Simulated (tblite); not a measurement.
A geometry optimisation, step by step.

Species: C6H11B.
Atom-mapped SMILES: `[BH2:1][C@@H:2]1[CH:3]=[CH:4][CH2:5][CH2:6][CH2:7]1` (hydrogens: H8, H9 on B1; H10 on C2; H11 on C3; H12 on C4; H13, H14 on C5; H15, H16 on C6; H17, H18 on C7)

Computed with GFN2-xTB (tblite), gas phase: L-BFGS steps from a force-field or distance-geometry start until the largest atomic force falls under 0.01 eV/Å. 10 of its 120 geometries are shown.

Step 0: E = -534.1045 eV, largest atomic force 2.451 eV/Å
```
atom  x, y, z in Å  |  force x, y, z in eV/Å
B1      2.295    0.408    0.701   -0.456  -1.858   0.603
C2      1.074    0.236   -0.348    2.275   0.269   0.872
C3      0.155    1.378   -0.270   -1.987   0.533  -0.244
C4     -1.169    1.258   -0.059    1.124   0.108   0.070
C5     -1.814   -0.076    0.160    0.435  -0.046  -0.747
C6     -0.942   -1.054   -0.632   -0.259   0.064  -0.340
C7      0.381   -1.042    0.100   -0.425   0.305   1.081
H8      1.952    0.269    1.850    0.445   0.780  -0.554
H9      3.347   -0.065    0.416   -0.168   0.682   0.025
H10     1.534    0.087   -1.321   -0.366   0.216  -0.538
H11     0.520    2.387   -0.411    0.330  -0.139  -0.093
H12    -1.764    2.144   -0.020   -0.353   0.275   0.113
H13    -1.686   -0.337    1.217   -0.858   0.043  -0.140
H14    -2.843   -0.112   -0.204    0.010   0.163   0.380
H15    -0.764   -0.646   -1.650   -0.391  -0.491   0.413
H16    -1.397   -2.038   -0.692    0.007  -0.150   0.005
H17     0.131   -0.849    1.191    0.646  -0.968  -1.010
H18     0.981   -1.942   -0.042   -0.009   0.213   0.104
```

Step 13: E = -534.8331 eV, largest atomic force 0.279 eV/Å
```
atom  x, y, z in Å  |  force x, y, z in eV/Å
B1      2.326    0.311    0.756   -0.098  -0.066   0.032
C2      1.122    0.254   -0.262   -0.076  -0.122  -0.073
C3      0.159    1.401   -0.206   -0.042   0.089  -0.002
C4     -1.145    1.288   -0.016   -0.048  -0.012  -0.049
C5     -1.836   -0.041    0.101    0.043   0.048  -0.002
C6     -0.976   -1.103   -0.590   -0.076   0.094  -0.014
C7      0.403   -1.074    0.066   -0.168  -0.103   0.096
H8      2.109    0.533    1.878   -0.060   0.150   0.114
H9      3.407   -0.001    0.455    0.105  -0.012  -0.143
H10     1.434    0.214   -1.309    0.228  -0.129  -0.097
H11     0.615    2.357   -0.425   -0.070   0.129   0.207
H12    -1.786    2.161    0.001    0.089  -0.015   0.008
H13    -1.975   -0.303    1.154   -0.007  -0.028   0.019
H14    -2.833    0.047   -0.339    0.064  -0.152  -0.091
H15    -0.887   -0.848   -1.649    0.007  -0.039  -0.007
H16    -1.418   -2.103   -0.524    0.001   0.149   0.130
H17     0.251   -1.167    1.145    0.118   0.029  -0.017
H18     1.021   -1.916   -0.247   -0.012  -0.009  -0.110
```

Step 26: E = -534.8909 eV, largest atomic force 0.058 eV/Å
```
atom  x, y, z in Å  |  force x, y, z in eV/Å
B1      2.325    0.335    0.762   -0.020  -0.037  -0.012
C2      1.123    0.235   -0.264    0.009   0.009  -0.012
C3      0.168    1.394   -0.181    0.034  -0.013   0.004
C4     -1.142    1.292   -0.024    0.035   0.015   0.013
C5     -1.851   -0.024    0.066    0.007   0.014   0.016
C6     -0.997   -1.118   -0.563    0.028  -0.002  -0.002
C7      0.405   -1.103    0.038    0.040   0.041   0.007
H8      2.127    0.682    1.861   -0.012   0.030  -0.032
H9      3.399   -0.001    0.443   -0.004  -0.005   0.022
H10     1.487    0.195   -1.299   -0.047  -0.005  -0.002
H11     0.629    2.369   -0.276   -0.015  -0.010   0.020
H12    -1.757    2.180    0.036   -0.005  -0.006   0.009
H13    -2.053   -0.259    1.115    0.019  -0.027   0.041
H14    -2.820    0.041   -0.435   -0.004   0.002  -0.047
H15    -0.928   -0.943   -1.638   -0.002  -0.012  -0.033
H16    -1.456   -2.096   -0.405   -0.015  -0.022   0.002
H17     0.333   -1.248    1.118   -0.039   0.026   0.011
H18     0.999   -1.926   -0.364   -0.008   0.002  -0.004
```

Step 40: E = -534.8960 eV, largest atomic force 0.040 eV/Å
```
atom  x, y, z in Å  |  force x, y, z in eV/Å
B1      2.323    0.335    0.743    0.012  -0.021   0.026
C2      1.124    0.237   -0.281    0.002  -0.011   0.012
C3      0.174    1.396   -0.174   -0.019  -0.007   0.004
C4     -1.134    1.291   -0.009   -0.018  -0.026   0.013
C5     -1.845   -0.025    0.057   -0.019  -0.034  -0.003
C6     -0.992   -1.122   -0.572   -0.001  -0.008   0.008
C7      0.406   -1.095    0.040   -0.006  -0.026  -0.006
H8      2.111    0.737    1.821    0.034   0.011  -0.019
H9      3.393   -0.045    0.462   -0.031  -0.004  -0.001
H10     1.466    0.188   -1.322    0.000   0.012  -0.005
H11     0.634    2.373   -0.238    0.010   0.019  -0.017
H12    -1.750    2.175    0.078    0.002   0.001   0.011
H13    -2.053   -0.281    1.103   -0.004   0.037  -0.014
H14    -2.809    0.048   -0.453    0.015   0.001  -0.007
H15    -0.925   -0.960   -1.651    0.013   0.008   0.028
H16    -1.453   -2.098   -0.402    0.019   0.011  -0.017
H17     0.317   -1.217    1.122   -0.009   0.027   0.008
H18     1.004   -1.929   -0.335   -0.002   0.010  -0.019
```

Step 53: E = -534.9016 eV, largest atomic force 0.061 eV/Å
```
atom  x, y, z in Å  |  force x, y, z in eV/Å
B1      2.338    0.334    0.724   -0.020  -0.024  -0.013
C2      1.121    0.248   -0.281   -0.020  -0.010   0.008
C3      0.164    1.400   -0.159    0.006  -0.017   0.017
C4     -1.141    1.280    0.020    0.007   0.027  -0.009
C5     -1.855   -0.038    0.043    0.009   0.053  -0.010
C6     -0.980   -1.124   -0.572   -0.010   0.021   0.009
C7      0.409   -1.086    0.054   -0.003  -0.001   0.002
H8      2.195    0.860    1.759    0.025   0.002  -0.023
H9      3.354   -0.186    0.467   -0.012  -0.003   0.001
H10     1.449    0.193   -1.327   -0.002   0.008   0.025
H11     0.620    2.381   -0.215   -0.038  -0.038   0.029
H12    -1.759    2.159    0.149   -0.005  -0.005  -0.036
H13    -2.118   -0.293    1.075    0.024  -0.026  -0.021
H14    -2.790    0.047   -0.517   -0.027   0.011   0.020
H15    -0.899   -0.951   -1.648    0.017  -0.017   0.004
H16    -1.432   -2.107   -0.418   -0.001  -0.001   0.001
H17     0.308   -1.187    1.138    0.006   0.012  -0.001
H18     1.007   -1.924   -0.304    0.044   0.009  -0.005
```

Step 66: E = -534.9098 eV, largest atomic force 0.041 eV/Å
```
atom  x, y, z in Å  |  force x, y, z in eV/Å
B1      2.373    0.327    0.695   -0.013   0.000  -0.036
C2      1.107    0.266   -0.244   -0.008  -0.009  -0.004
C3      0.145    1.410   -0.100   -0.007  -0.010   0.019
C4     -1.165    1.278    0.025   -0.010   0.002  -0.018
C5     -1.870   -0.044    0.009    0.010  -0.006  -0.005
C6     -0.969   -1.128   -0.576    0.006   0.005  -0.012
C7      0.408   -1.075    0.076   -0.008  -0.007   0.007
H8      2.392    1.027    1.629    0.028   0.017   0.015
H9      3.268   -0.395    0.480    0.013   0.014   0.015
H10     1.405    0.227   -1.301    0.031  -0.001   0.002
H11     0.591    2.396   -0.104   -0.003  -0.007  -0.007
H12    -1.794    2.150    0.139   -0.013   0.006   0.019
H13    -2.163   -0.312    1.030    0.018   0.000  -0.005
H14    -2.791    0.038   -0.575    0.022  -0.002   0.003
H15    -0.854   -0.965   -1.650   -0.038  -0.001  -0.016
H16    -1.419   -2.113   -0.428    0.010   0.017   0.001
H17     0.298   -1.175    1.159   -0.027  -0.016   0.010
H18     1.028   -1.902   -0.276   -0.013  -0.003   0.011
```

Step 79: E = -534.9148 eV, largest atomic force 0.126 eV/Å
```
atom  x, y, z in Å  |  force x, y, z in eV/Å
B1      2.417    0.350    0.670    0.032   0.027   0.096
C2      1.099    0.261   -0.196    0.020  -0.013  -0.013
C3      0.138    1.402   -0.048   -0.012  -0.003   0.050
C4     -1.174    1.263    0.042   -0.006   0.044  -0.006
C5     -1.885   -0.054   -0.021    0.043   0.000  -0.013
C6     -0.977   -1.134   -0.600    0.042  -0.033   0.016
C7      0.387   -1.078    0.080    0.029  -0.027   0.047
H8      2.589    1.206    1.453   -0.013  -0.060  -0.110
H9      3.224   -0.491    0.545   -0.052   0.058   0.010
H10     1.412    0.241   -1.251    0.012   0.003  -0.053
H11     0.582    2.388   -0.010   -0.010  -0.005  -0.011
H12    -1.804    2.130    0.175   -0.041   0.052   0.000
H13    -2.204   -0.333    0.990   -0.001  -0.015  -0.035
H14    -2.789    0.043   -0.629    0.004   0.015   0.025
H15    -0.863   -0.985   -1.676    0.017   0.038   0.013
H16    -1.422   -2.118   -0.441   -0.032  -0.039  -0.032
H17     0.237   -1.186    1.155    0.007   0.002   0.073
H18     1.024   -1.900   -0.248   -0.037  -0.045  -0.055
```

Step 93: E = -534.9367 eV, largest atomic force 0.133 eV/Å
```
atom  x, y, z in Å  |  force x, y, z in eV/Å
B1      2.464    0.387    0.627    0.022   0.039   0.025
C2      1.086    0.226   -0.117   -0.002  -0.007   0.001
C3      0.128    1.372    0.038   -0.025   0.015  -0.006
C4     -1.188    1.244    0.086    0.024   0.026  -0.018
C5     -1.903   -0.066   -0.043    0.017   0.001  -0.004
C6     -0.976   -1.127   -0.627    0.031  -0.014  -0.001
C7      0.357   -1.108    0.115    0.011   0.005   0.012
H8      2.814    1.434    1.025   -0.021  -0.118  -0.057
H9      3.170   -0.542    0.730   -0.035   0.025   0.029
H10     1.408    0.240   -1.175    0.005  -0.007  -0.006
H11     0.579    2.352    0.108   -0.011   0.012   0.004
H12    -1.815    2.116    0.215   -0.012   0.007   0.024
H13    -2.257   -0.386    0.942   -0.008   0.012   0.017
H14    -2.785    0.062   -0.676   -0.008  -0.014  -0.005
H15    -0.804   -0.916   -1.685   -0.002  -0.005   0.003
H16    -1.438   -2.114   -0.552   -0.009  -0.005   0.006
H17     0.171   -1.225    1.185   -0.010  -0.015  -0.010
H18     0.980   -1.945   -0.207    0.032   0.043  -0.015
```

Step 106: E = -534.9426 eV, largest atomic force 0.056 eV/Å
```
atom  x, y, z in Å  |  force x, y, z in eV/Å
B1      2.463    0.384    0.623    0.044  -0.014  -0.031
C2      1.078    0.233   -0.104    0.015   0.002   0.003
C3      0.121    1.380    0.061    0.024  -0.013  -0.021
C4     -1.194    1.246    0.096   -0.035  -0.017  -0.010
C5     -1.902   -0.066   -0.054   -0.005  -0.005   0.008
C6     -0.972   -1.131   -0.630   -0.002   0.009   0.008
C7      0.360   -1.106    0.113    0.011  -0.009  -0.012
H8      2.890    1.443    0.871   -0.001   0.004   0.017
H9      3.109   -0.568    0.839   -0.030   0.020   0.021
H10     1.402    0.257   -1.163   -0.003   0.023   0.003
H11     0.567    2.361    0.151    0.011  -0.007   0.002
H12    -1.827    2.111    0.244   -0.005  -0.010   0.001
H13    -2.271   -0.385    0.928   -0.005  -0.011  -0.005
H14    -2.777    0.062   -0.699    0.006  -0.004   0.014
H15    -0.801   -0.926   -1.690    0.014   0.009   0.007
H16    -1.431   -2.119   -0.552   -0.019   0.023   0.017
H17     0.179   -1.248    1.181   -0.021   0.018  -0.013
H18     0.998   -1.923   -0.227    0.003  -0.020  -0.009
```

Step 119: E = -534.9438 eV, largest atomic force 0.009 eV/Å
```
atom  x, y, z in Å  |  force x, y, z in eV/Å
B1      2.465    0.387    0.619    0.004  -0.002  -0.004
C2      1.082    0.233   -0.113    0.001   0.000   0.001
C3      0.122    1.377    0.059   -0.003   0.001  -0.002
C4     -1.193    1.241    0.103    0.002   0.004  -0.006
C5     -1.902   -0.069   -0.051   -0.001   0.000   0.002
C6     -0.972   -1.129   -0.634   -0.002  -0.002   0.002
C7      0.362   -1.105    0.106    0.000  -0.002  -0.002
H8      2.906    1.447    0.837   -0.009   0.001  -0.001
H9      3.087   -0.565    0.891   -0.006  -0.003   0.004
H10     1.399    0.265   -1.173    0.007  -0.002   0.003
H11     0.569    2.357    0.154   -0.002   0.006  -0.003
H12    -1.825    2.105    0.259   -0.003   0.004   0.000
H13    -2.271   -0.394    0.928    0.005  -0.001   0.005
H14    -2.777    0.061   -0.694    0.004   0.007   0.004
H15    -0.802   -0.922   -1.693    0.001   0.001   0.007
H16    -1.434   -2.115   -0.554    0.006  -0.006  -0.003
H17     0.178   -1.239    1.175   -0.003  -0.005  -0.001
H18     0.997   -1.927   -0.229    0.000   0.001  -0.007
```

**Question.** Summarise the path.

**Answer.** The energy falls by 80.98 kJ/mol from step 0 to step 119; nine tenths of that is first reached at step 16. It never rises by more than 0.2 meV. The largest force goes from 2.451 to 0.009 eV/Å. Among the bonds B1–C2 changes most, from 1.619 to 1.573 Å; the atoms move by 0.558 Å rms after alignment.

**Question.** Follow the three bonds and two angles with the largest change from start to end.

**Answer.** 
```json
{"step": "0", "E above end (kJ/mol)": "80.98", "largest force (eV/Å)": "2.451", "B1–C2 (Å)": "1.619", "C7–H17 (Å)": "1.136", "B1–H8 (Å)": "1.207", "B1–C2–C7 (°)": "104.0", "C3–C2–H10 (°)": "114.8"}
{"step": "5", "E above end (kJ/mol)": "29.87", "largest force (eV/Å)": "0.440", "B1–C2 (Å)": "1.570", "C7–H17 (Å)": "1.095", "B1–H8 (Å)": "1.166", "B1–C2–C7 (°)": "98.7", "C3–C2–H10 (°)": "109.3"}
{"step": "10", "E above end (kJ/mol)": "16.13", "largest force (eV/Å)": "0.488", "B1–C2 (Å)": "1.579", "C7–H17 (Å)": "1.095", "B1–H8 (Å)": "1.168", "B1–C2–C7 (°)": "102.7", "C3–C2–H10 (°)": "104.8"}
{"step": "16", "E above end (kJ/mol)": "7.45", "largest force (eV/Å)": "0.261", "B1–C2 (Å)": "1.588", "C7–H17 (Å)": "1.089", "B1–H8 (Å)": "1.177", "B1–C2–C7 (°)": "105.3", "C3–C2–H10 (°)": "105.8"}
{"step": "21", "E above end (kJ/mol)": "5.67", "largest force (eV/Å)": "0.091", "B1–C2 (Å)": "1.579", "C7–H17 (Å)": "1.094", "B1–H8 (Å)": "1.167", "B1–C2–C7 (°)": "105.6", "C3–C2–H10 (°)": "106.8"}
{"step": "26", "E above end (kJ/mol)": "5.10", "largest force (eV/Å)": "0.058", "B1–C2 (Å)": "1.583", "C7–H17 (Å)": "1.092", "B1–H8 (Å)": "1.170", "B1–C2–C7 (°)": "106.3", "C3–C2–H10 (°)": "106.9"}
{"step": "31", "E above end (kJ/mol)": "4.86", "largest force (eV/Å)": "0.063", "B1–C2 (Å)": "1.580", "C7–H17 (Å)": "1.093", "B1–H8 (Å)": "1.170", "B1–C2–C7 (°)": "105.8", "C3–C2–H10 (°)": "107.0"}
{"step": "36", "E above end (kJ/mol)": "4.72", "largest force (eV/Å)": "0.030", "B1–C2 (Å)": "1.581", "C7–H17 (Å)": "1.092", "B1–H8 (Å)": "1.169", "B1–C2–C7 (°)": "106.0", "C3–C2–H10 (°)": "106.9"}
{"step": "41", "E above end (kJ/mol)": "4.58", "largest force (eV/Å)": "0.045", "B1–C2 (Å)": "1.580", "C7–H17 (Å)": "1.093", "B1–H8 (Å)": "1.170", "B1–C2–C7 (°)": "105.6", "C3–C2–H10 (°)": "107.6"}
{"step": "47", "E above end (kJ/mol)": "4.31", "largest force (eV/Å)": "0.035", "B1–C2 (Å)": "1.579", "C7–H17 (Å)": "1.092", "B1–H8 (Å)": "1.169", "B1–C2–C7 (°)": "105.4", "C3–C2–H10 (°)": "107.8"}
{"step": "52", "E above end (kJ/mol)": "4.12", "largest force (eV/Å)": "0.045", "B1–C2 (Å)": "1.580", "C7–H17 (Å)": "1.093", "B1–H8 (Å)": "1.170", "B1–C2–C7 (°)": "105.3", "C3–C2–H10 (°)": "108.0"}
{"step": "57", "E above end (kJ/mol)": "3.82", "largest force (eV/Å)": "0.090", "B1–C2 (Å)": "1.579", "C7–H17 (Å)": "1.092", "B1–H8 (Å)": "1.167", "B1–C2–C7 (°)": "105.3", "C3–C2–H10 (°)": "107.5"}
{"step": "62", "E above end (kJ/mol)": "3.45", "largest force (eV/Å)": "0.047", "B1–C2 (Å)": "1.578", "C7–H17 (Å)": "1.092", "B1–H8 (Å)": "1.168", "B1–C2–C7 (°)": "105.5", "C3–C2–H10 (°)": "107.4"}
{"step": "67", "E above end (kJ/mol)": "3.26", "largest force (eV/Å)": "0.037", "B1–C2 (Å)": "1.577", "C7–H17 (Å)": "1.093", "B1–H8 (Å)": "1.168", "B1–C2–C7 (°)": "105.9", "C3–C2–H10 (°)": "107.1"}
{"step": "72", "E above end (kJ/mol)": "3.13", "largest force (eV/Å)": "0.034", "B1–C2 (Å)": "1.578", "C7–H17 (Å)": "1.093", "B1–H8 (Å)": "1.169", "B1–C2–C7 (°)": "106.6", "C3–C2–H10 (°)": "107.0"}
{"step": "78", "E above end (kJ/mol)": "2.89", "largest force (eV/Å)": "0.073", "B1–C2 (Å)": "1.579", "C7–H17 (Å)": "1.091", "B1–H8 (Å)": "1.169", "B1–C2–C7 (°)": "109.1", "C3–C2–H10 (°)": "107.0"}
{"step": "83", "E above end (kJ/mol)": "2.22", "largest force (eV/Å)": "0.175", "B1–C2 (Å)": "1.581", "C7–H17 (Å)": "1.094", "B1–H8 (Å)": "1.164", "B1–C2–C7 (°)": "111.7", "C3–C2–H10 (°)": "107.2"}
{"step": "88", "E above end (kJ/mol)": "1.15", "largest force (eV/Å)": "0.097", "B1–C2 (Å)": "1.576", "C7–H17 (Å)": "1.091", "B1–H8 (Å)": "1.172", "B1–C2–C7 (°)": "114.4", "C3–C2–H10 (°)": "106.0"}
{"step": "93", "E above end (kJ/mol)": "0.69", "largest force (eV/Å)": "0.133", "B1–C2 (Å)": "1.575", "C7–H17 (Å)": "1.093", "B1–H8 (Å)": "1.174", "B1–C2–C7 (°)": "115.6", "C3–C2–H10 (°)": "105.9"}
{"step": "98", "E above end (kJ/mol)": "0.42", "largest force (eV/Å)": "0.044", "B1–C2 (Å)": "1.571", "C7–H17 (Å)": "1.092", "B1–H8 (Å)": "1.169", "B1–C2–C7 (°)": "115.9", "C3–C2–H10 (°)": "105.7"}
{"step": "103", "E above end (kJ/mol)": "0.26", "largest force (eV/Å)": "0.059", "B1–C2 (Å)": "1.573", "C7–H17 (Å)": "1.092", "B1–H8 (Å)": "1.170", "B1–C2–C7 (°)": "116.0", "C3–C2–H10 (°)": "106.0"}
{"step": "109", "E above end (kJ/mol)": "0.04", "largest force (eV/Å)": "0.024", "B1–C2 (Å)": "1.571", "C7–H17 (Å)": "1.092", "B1–H8 (Å)": "1.169", "B1–C2–C7 (°)": "115.6", "C3–C2–H10 (°)": "105.8"}
{"step": "114", "E above end (kJ/mol)": "0.01", "largest force (eV/Å)": "0.014", "B1–C2 (Å)": "1.572", "C7–H17 (Å)": "1.092", "B1–H8 (Å)": "1.169", "B1–C2–C7 (°)": "115.6", "C3–C2–H10 (°)": "105.7"}
{"step": "119", "E above end (kJ/mol)": "0.00", "largest force (eV/Å)": "0.009", "B1–C2 (Å)": "1.573", "C7–H17 (Å)": "1.092", "B1–H8 (Å)": "1.169", "B1–C2–C7 (°)": "115.5", "C3–C2–H10 (°)": "105.7"}
```

The cost below is that of the whole relaxation. Time: 1.2 s. Hardware: one thread, Arm Neoverse N1 (aarch64), shared host with 64 logical CPUs at a one-minute load of 58.
